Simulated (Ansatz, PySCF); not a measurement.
germylmethylsilane (CH8GeSi), SMILES [SiH3][CH2][GeH3]. Atoms are numbered in the order given.

```xyz
11

Si     1.9879     0.6628    -0.0402
C      0.7250    -0.7308    -0.1677
Ge    -1.1549    -0.1755     0.0560
H      3.3774     0.1452    -0.2213
H      1.7277     1.6936    -1.0883
H      1.8994     1.3196     1.2975
H      0.9462    -1.4952     0.5959
H      0.8194    -1.2206    -1.1513
H     -1.5313     0.8549    -1.0296
H     -1.3499     0.4706     1.4440
H     -2.0897    -1.3982    -0.0658
```

Geometry optimised at B3LYP-D3(BJ)/def2-SVP.

Two levels are set side by side: PBE-D3(BJ)/def2-SVP (Ansatz, a quantum-chemistry and plane-wave program) and B3LYP-D3(BJ)/def2-SVP (Ansatz). Each level has its own optimised geometry; the coordinates shown are those of the second. Frequencies come from the Hessian of PySCF at each geometry. Differences are taken from unrounded values.

| quantity | B3LYP-D3(BJ) | PBE-D3(BJ) | PBE-D3(BJ) minus B3LYP-D3(BJ) |
|---|---|---|---|
| mean bond length (Å) | 1.517 | 1.526 | 0.009 |
| bond Si1–C2 (Å) | 1.885 | 1.891 | 0.006 |
| bond C2–Ge3 (Å) | 1.973 | 1.975 | 0.002 |
| bond Si1–H4 (Å) | 1.494 | 1.507 | 0.013 |
| bond Si1–H5 (Å) | 1.493 | 1.506 | 0.013 |
| bond Si1–H6 (Å) | 1.493 | 1.506 | 0.013 |
| bond C2–H7 (Å) | 1.103 | 1.110 | 0.007 |
| bond C2–H8 (Å) | 1.103 | 1.110 | 0.007 |
| bond Ge3–H9 (Å) | 1.543 | 1.552 | 0.008 |
| bond Ge3–H10 (Å) | 1.543 | 1.552 | 0.008 |
| bond Ge3–H11 (Å) | 1.544 | 1.553 | 0.009 |
| highest harmonic wavenumber (cm⁻¹) | 3108 | 3062 | -46 |
| mean harmonic wavenumber (cm⁻¹) | 1215 | 1181 | -34 |
| zero-point energy (kcal/mol) | 46.88 | 45.58 | -1.30 |

GGA bonds tend to be longer and softer than those of functionals with exact exchange. Differences between two approximate levels are no errors against the true value.
